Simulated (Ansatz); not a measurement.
Stepwise reaction of `[F][Ge]([F])([SH])[SH]` with hydrogen fluoride, as a gas-phase model of exchange steps in deposition or etching. ΔE in kJ/mol; ΔG adds harmonic PBE0-D4 terms to CCSD(T)/CBS, at 1 bar.

Calculated with Ansatz (gas phase, PBE0-D4/def2-TZVP geometries, no zero-point term in ΔE). CCSD(T)/CBS adds triple-zeta CCSD(T) − MP2 to the extrapolated MP2 energy (def2 sets, frozen cores). This one scheme is used for every species. DFT in def2-TZVPP. B3LYP here is the variant with VWN-RPA as its local correlation; programs differ in this. For Ge outer-core shells are correlated without core-valence functions, which leaves a few kJ/mol of doubt a bond. Scalar relativity is left out up to krypton. Each species was taken in one conformer, which may not be the lowest.

| step | reaction | PBE-D4 | B3LYP-D4 | ωB97M-V | CCSD(T)/CBS | ΔG(500 K) |
| --- | --- | --- | --- | --- | --- | --- |
| 2 | `[F][Ge]([F])([F])[SH]` + H–F → `[F][Ge]([F])([F])[F]` + H₂S | 8.0 | -0.1 | -3.0 | 2.5 | 7.6 |

Problem. Give the row of step 1, `[F][Ge]([F])([SH])[SH]` + H–F → `[F][Ge]([F])([F])[SH]` + H₂S. (An estimate is asked.)

Solution. Computed: 
```json
{"step": "1", "reaction": "`[F][Ge]([F])([SH])[SH]` + H–F → `[F][Ge]([F])([F])[SH]` + H₂S", "PBE-D4": "-1.5", "B3LYP-D4": "-9.9", "ωB97M-V": "-12.7", "CCSD(T)/CBS": "-5.7", "ΔG(500 K)": "-16.1"}
```

Problem. By hand: ΔE of the 2 steps together at CCSD(T)/CBS.

Solution. (-5.7) + (2.5) = -3.2 kJ/mol, or -1.6 kJ/mol a step.

In ΔE each step is higher than the one before. ΔG lies between -16.1 and 7.6 kJ/mol a step. PBE-D4 differs from CCSD(T)/CBS by 4.2 to 5.5 kJ/mol a step. Isolated molecules leave out the surface, adducts and barriers. Largest T1 diagnostic: 0.012.
